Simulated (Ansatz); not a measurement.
C5HClF6O2Sn, SMILES `FC(F)(F)C1=CC(C(F)(F)F)=[O+][Sn-]([Cl])[O]1`. Total charge 0; spin multiplicity 1. Correlated methods include outer-core shells of Sn, which these sets cover unevenly. Sn takes the def2 core potential.

Cartesian coordinates in Å:
```
F -0.891 0.543 2.817
C -0.314 -0.616 2.507
F 0.778 -0.748 3.260
F -1.157 -1.595 2.815
C 0.075 -0.701 1.021
C -0.098 0.423 0.223
C 0.345 0.476 -1.093
C 0.246 1.810 -1.852
F 1.471 2.261 -2.120
F -0.394 2.746 -1.153
F -0.398 1.637 -2.999
O 0.870 -0.439 -1.775
Sn 0.896 -2.576 -1.319
Cl -1.449 -2.710 -1.693
O 0.554 -1.817 0.702
H -0.534 1.306 0.658
```

Task: Give the diagnostics of a CCSD(T)/def2-TZVPP run (frozen core, Ansatz). (An estimate is asked.)

Result: Computed: T1 = 0.0157, largest single amplitude 0.065, largest double 0.049, (T) share of the correlation energy 3.8 %, 12 CCSD cycles. The RHF solution is stable towards an unrestricted one. T1 lies under the customary mark of 0.02 for closed shells.
